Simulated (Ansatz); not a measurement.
System: sum formula Si2N2H7, net charge 0, doublet state. It need not be the lowest isomer of its formula. 
Coordinates optimised at B3LYP-D3(BJ)/def2-TZVP (Ansatz, an electronic-structure program):
SMILES: N[SiH2]N[SiH2]
```xyz
11

N     -2.2918    -0.4825    -0.1587
Si    -0.9725     0.5782     0.1170
N      0.4667    -0.3211     0.4625
Si     2.0212    -0.2493    -0.3015
H     -3.2173    -0.2454     0.1594
H     -2.3137    -1.1284    -0.9315
H     -1.4136     1.4239     1.2517
H     -0.5866     1.4430    -1.0237
H      0.3536    -1.0623     1.1434
H      2.1981     1.1175    -0.8619
H      3.0738    -0.5283     0.7189
```
Charge 0, spin multiplicity 2.

Basis-set convergence of Hartree-Fock and CCSD correlation energies (hartree) with Ansatz. Cores are frozen in the correlated levels unless marked. Open shells are spin-unrestricted. No spin-orbit coupling. Non-relativistic.

```json
[
 {"basis": "cc-pV(D+d)Z", "functions": "109", "E(HF)": "-690.89205", "E(corr, CCSD)": "-0.57939"},
 {"basis": "cc-pV(T+d)Z", "functions": "236", "E(HF)": "-690.96613", "E(corr, CCSD)": "-0.70306"},
 {"basis": "cc-pV(Q+d)Z", "functions": "448", "E(HF)": "-690.98292", "E(corr, CCSD)": "-0.74296"}
]
```

Extrapolating the two largest sets (X = 3 and 4) as X^-3: E(corr) = (64·(-0.74296) - 27·(-0.70306))/37 = -0.7721 Eh, an estimate of the basis-set limit. The largest set recovers 96.2 % of it, the smallest 75.0 %.
